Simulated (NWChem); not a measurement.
## Correlation energy of CH4N

SMILES: C[NH]
```xyz
6

C      0.5953    -0.1823     0.0000
N     -0.7292     0.3692     0.0000
H      0.7756    -0.8336     0.8827
H      1.3596     0.6118     0.0000
H      0.7756    -0.8336    -0.8827
H     -1.3778    -0.4354     0.0000
```
Charge 0, spin multiplicity 2.

All runs are NWChem calculations. All single points use one geometry, from UB3LYP/def2-SVP, a minimum by its harmonic frequencies.

Basis set: def2-TZVP. Each correlation energy counts from its own Hartree-Fock reference.

The correlated methods keep 2 core orbitals frozen. The structure started from a generated list of species. The unpaired electrons of the parent sit in orbitals of symmetry a" (Cs labels of the run); other states weren't searched. No SCF solution was tested for a lower state. Open-shell Hartree-Fock references start from PBE0 orbitals. No row is a measurement; the coupled-cluster row has its own basis-set and correlation limits.

Q: One of these methods gave a correlation energy of -393.8 mHa. Which?
A) SCS-UMP2
B) UMP2
C) CCSD on ROHF
D) CCSD[T] on ROHF

A: D, CCSD[T] on ROHF. The others give -343.5 (UMP2), -346.2 (SCS-UMP2), -380.5 (CCSD on ROHF).
